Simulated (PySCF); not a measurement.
## Neon: a sound run and one with changed settings

Sound run: Ne(2+) [He] 2s2 2p4, Ne(3+) [He] 2s2 2p3. All numbers are calculated (PySCF 2.14, the non-relativistic Hamiltonian (point nucleus), in cc-pVTZ). In the sound run the correlated levels freeze 1s2. The sound run starts from symmetry-adapted Hartree-Fock orbitals and uses a fine grid where one is needed.

Changed run: initial guess minao, at most 50 SCF cycles, level shift 0.5 hartree.

```
species   method  sound run (hartree)  changed run (hartree)  converged
 Ne(2+)      UHF           -126.36528             -126.36528        yes
 Ne(2+)    M06-L           -126.66100             -126.66100        yes
 Ne(2+)    B3LYP           -126.64923             -126.64923        yes
 Ne(2+)      MP2           -126.50861             -126.49580        yes
 Ne(2+)  CCSD(T)           -126.52429             -126.52429        yes
 Ne(3+)      UHF           -124.09356             -124.09356        yes
 Ne(3+)    M06-L           -124.32335             -124.32335        yes
 Ne(3+)    B3LYP           -124.29602             -124.29602        yes
 Ne(3+)      MP2           -124.19401             -124.18497        yes
 Ne(3+)  CCSD(T)           -124.20798             -124.20798        yes
```

Ionisation energy of Ne(2+):

```csv
method,sound run (eV),changed run (eV)
UHF,61.817,61.817
M06-L,63.611,63.611
B3LYP,64.034,64.034
MP2,62.983,62.881
SCS-MP2,63.084,62.980
CCSD,63.014,63.014
CCSD(T),63.030,63.030
```

A level shift leaves the converged SCF energy unchanged but raises the virtual orbital energies, which shrinks MP2 if it is not removed.

For comparison, NIST gives 63.423 eV between the lowest levels.
